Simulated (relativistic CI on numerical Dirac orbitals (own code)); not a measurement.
Hg4+: 5p photoemission

Computed with this model: Dirac-Coulomb-Breit CI, KLI orbitals optimised for each configuration, model QED, valence Slater integrals scaled by 0.8, multiplet model of photoemission in the sudden approximation; configurations [Xe] 4f14 5d8 → [Kr] 4d10 4f14 5s2 5p5 5d8; 300 K; Lorentzian 1.5 eV and Gaussian 0.6 eV FWHM. Energies are those of the free ion, without screening or charge transfer. The energies are binding energies and can lie tens of eV above those of solids. S is read from ⟨S²⟩ = S(S + 1).

Field parameters in Wybourne normalisation: D3d B²₀ = −7Dσ, B⁴₀ = −14Dq − 21Dτ, B⁴₃ = −14√(10/7) Dq. The field is a parameter set, without covalency.

free ion: ground-state S = 0.96, centroid 130.44 eV. Peaks (eV, height): 119.8 (100), 121.6 (61), 122.6 (60), 123.8 (62), 128.8 (53), 131.6 (15), 144.0 (74), 146.2 (57).

D3d, 10Dq = 43400, Dσ = -1200, Dτ = -150 cm⁻¹: ground-state S = 0.99, centroid 130.53 eV. Peaks (eV, height): 121.2 (100), 125.8 (28), 128.2 (31), 132.0 (12), 143.6 (51), 146.0 (31), 149.8 (6).

Strongest unbroadened transitions for free ion:

| Energy (eV) | Relative strength |
| --- | --- |
| 119.85 | 100.0 |
| 121.56 | 18.8 |
| 121.60 | 12.4 |
| 122.70 | 31.2 |
| 123.96 | 42.2 |
| 124.78 | 4.2 |
| 125.53 | 2.6 |
| 125.55 | 22.3 |
| 126.63 | 2.1 |
| 128.43 | 25.6 |
| 129.10 | 16.7 |
| 129.16 | 18.3 |
| 130.74 | 2.4 |
| 131.92 | 9.0 |
| 143.75 | 58.3 |
| 144.27 | 7.0 |
| 144.80 | 28.6 |
| 146.35 | 49.7 |
